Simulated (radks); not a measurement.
The arsenic ion As3+, 30 electrons, occupied as [Ar] 3d10 4s2 (the NIST ground configuration). Calculated with a radial shooting solver on a logarithmic mesh with Libxc functionals: scalar-relativistic Kohn-Sham, OLYP, spin-polarised, spherical densities, point nucleus.

Local quantities along the radius. ELF = 1/(1 + alpha^2) is the electron localisation function; alpha = (tau - tau_W)/tau_unif compares the Pauli kinetic energy density with that of the uniform gas (summed over spins); 4 pi r^2 rho is in e/bohr; -r V(r) is the screened charge that the Kohn-Sham potential of spin up presents (atomic units). tau is taken from the large components.

r (bohr),ELF,alpha,4 pi r^2 rho,-r V(r)
0.001736,1.000,0.01856,1.003,32.78
0.002261,1.000,0.01879,1.617,32.71
0.002944,1.000,0.01945,2.581,32.62
0.003864,1.000,0.02071,4.117,32.49
0.005031,0.999,0.02271,6.364,32.34
0.006551,0.999,0.02586,9.610,32.13
0.008599,0.999,0.03103,14.24,31.86
0.0112,0.998,0.03931,20.04,31.51
0.01458,0.997,0.05363,26.80,31.07
0.01914,0.993,0.08149,33.79,30.49
0.02492,0.981,0.1375,38.93,29.79
0.03245,0.935,0.2640,40.69,28.93
0.04259,0.751,0.5759,38.36,27.83
0.05546,0.424,1.166,34.32,26.54
0.07221,0.291,1.560,33.23,25.05
0.09478,0.457,1.091,38.51,23.34
0.1234,0.717,0.6278,46.05,21.43
0.1607,0.794,0.5091,46.65,19.31
0.2109,0.608,0.8025,36.34,16.94
0.2747,0.260,1.687,25.95,14.47
0.3577,0.358,1.338,25.98,12.11
0.4695,0.701,0.6538,30.73,9.689
0.6113,0.773,0.5420,27.31,7.623
0.796,0.646,0.7395,16.63,6.037
1.045,0.329,1.427,7.350,4.873
1.361,0.200,2.002,3.317,4.197
1.772,0.415,1.188,1.735,3.870
2.325,0.773,0.5412,0.7001,3.504
3.028,0.906,0.3225,0.1707,3.545
3.943,0.925,0.2851,0.01939,3.509
5.175,0.820,0.4692,0.0006482,3.175

On this mesh the ELF has minima near r = 0.072, 0.31, 1.4 bohr, which separate the shells, and maxima near 0.0017 (1.00), 0.16 (0.79), 0.61 (0.77), 3.5 (0.93).
